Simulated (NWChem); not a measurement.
System: C2Cl2F2; SMILES Cl/C(=C(\F)Cl)F

Excerpt of the output:

```
             Northwest Computational Chemistry Package (NWChem) 7.3.0
             --------------------------------------------------------

                             Geometry "geometry" -> ""
                             -------------------------

 Output coordinates in angstroms (scale by  1.889725989 to convert to a.u.)

  No.       Tag          Charge          X              Y              Z
 ---- ---------------- ---------- -------------- -------------- --------------
    1 F                    9.0000    -1.70003400     0.45911300     0.00000000
    2 C                    6.0000    -0.38719200     0.54583700     0.00000000
    3 Cl                  17.0000     0.24003900     2.12921800     0.00000000
    4 C                    6.0000     0.38719200    -0.54583700     0.00000000
    5 F                    9.0000     1.70003400    -0.45911300     0.00000000
    6 Cl                  17.0000    -0.24003900    -2.12921800     0.00000000

 Effective nuclear repulsion energy (a.u.)     351.6247318304

                              NWChem Property Module
                              ----------------------

  itol2e modified to match energy
  convergence criterion.

                                 NWChem DFT Module
                                 -----------------

 Summary of "ao basis" -> "ao basis" (spherical)
 ------------------------------------------------------------------------------
       Tag                 Description            Shells   Functions and Types
 ---------------- ------------------------------  ------  ---------------------
 F                           6-31g*                  6       14   3s2p1d
 C                           6-31g*                  6       14   3s2p1d
 Cl                          6-31g*                  8       18   4s3p1d

  itol2e modified to match energy
  convergence criterion.

            General Information
            -------------------
          SCF calculation type: DFT
          Wavefunction type:  closed shell.
          No. of atoms     :     6
          No. of electrons :    64
           Alpha electrons :    32
            Beta electrons :    32
          Charge           :     0
          Spin multiplicity:     1
          Use of symmetry is: off; symmetry adaption is: off
          Maximum number of iterations: 150
          AO basis - number of functions:    92
                     number of shells:    40
          Convergence on energy requested:  1.00D-07
          Convergence on density requested:  1.00D-05
          Convergence on gradient requested:  5.00D-04

[...]

          -----------------------------------------
          Chemical Shielding Tensors (GIAO, in ppm)
          -----------------------------------------

                                NWChem CPHF Module
                                ------------------

  scftype          =     RHF
  nclosed          =       32
  nopen            =        0
  variables        =     1920
  # of vectors     =        3
  tolerance        = 0.10D-03
  level shift      = 0.00D+00
  max iterations   =       50
  max subspace     =       30

 SCF residual:    8.5868071121441336E-005

Iterative solution of linear equations
  No. of variables     1920
  No. of equations        3
  Maximum subspace       30
        Iterations       50
       Convergence  1.0D-04

   iter   nsub   residual    time
   ----  ------  --------  ---------
     1      3    5.34D-01      63.4
     2      6    2.11D-02      68.6
     3      9    1.42D-03      73.8
     4     12    6.27D-05      79.0

      Atom:    1  F
        Diamagnetic
    494.3608      2.0213      0.0000
      2.0213    464.6104      0.0000
      0.0000      0.0000    462.7462

        Paramagnetic
   -211.9758     33.6512      0.0000
     33.6512   -142.1960      0.0000
      0.0000      0.0000   -156.6176

        Total Shielding Tensor
    282.3849     35.6724      0.0000
     35.6724    322.4144      0.0000
      0.0000      0.0000    306.1286

           isotropic =     303.6426
          anisotropy =      59.4911

          Principal Components and Axis System
                 1           2           3
              343.3034    306.1286    261.4960

      1         0.5053     -0.0000      0.8629
      2         0.8629     -0.0000     -0.5053
      3         0.0000      1.0000      0.0000

      Atom:    2  C
        Diamagnetic
    265.5359      1.0751     -0.0000
      1.0751    267.4853      0.0000
     -0.0000      0.0000    235.1550

        Paramagnetic
   -224.8915    -40.3140     -0.0000
    -40.3140   -218.7216     -0.0000
     -0.0000     -0.0000   -159.9852

        Total Shielding Tensor
     40.6444    -39.2389     -0.0000
    -39.2389     48.7637      0.0000
     -0.0000      0.0000     75.1698

           isotropic =      54.8593
          anisotropy =      43.9396

          Principal Components and Axis System
                 1           2           3
               84.1524     75.1698      5.2557

      1        -0.6697      0.0000      0.7426
      2         0.7426     -0.0000      0.6697
      3         0.0000      1.0000      0.0000

      Atom:    3  Cl
        Diamagnetic
   1143.4833      4.0509      0.0000
      4.0509   1153.7234      0.0000
      0.0000      0.0000   1140.9584

        Paramagnetic
   -514.6134     98.6830     -0.0000
     98.6830   -216.0826     -0.0000
     -0.0000     -0.0000   -511.9922

        Total Shielding Tensor
    628.8699    102.7339     -0.0000
    102.7339    937.6408     -0.0000
     -0.0000     -0.0000    628.9662

           isotropic =     731.8256
          anisotropy =     355.3091

          Principal Components and Axis System
                 1           2           3
              968.6984    628.9662    597.8123

      1         0.2894     -0.0000      0.9572
      2         0.9572      0.0000     -0.2894
      3        -0.0000      1.0000      0.0000
```

Level: B3LYP/6-31G* (spherical d), GIAO. Structure relaxed at the PBE0/def2-SVP level. The printed shielding anisotropy is the first printed principal value minus the mean of the other two.

Problem. Write an input that gives this output.

Solution. This is not unique; one that fits is the input that was run:
```
start job
memory heap 200 mb stack 900 mb global 1100 mb
geometry units angstroms noautosym nocenter noautoz
  F     -1.700034     0.459113     0.000000
  C     -0.387192     0.545837     0.000000
  Cl     0.240039     2.129218     0.000000
  C      0.387192    -0.545837     0.000000
  F      1.700034    -0.459113     0.000000
  Cl    -0.240039    -2.129218     0.000000
end
basis spherical
  F library 6-31g*
  C library 6-31g*
  Cl library 6-31g*
end
dft
  xc b3lyp
  iterations 150
end
property
  shielding 3 1 2 3
end
task dft property
```
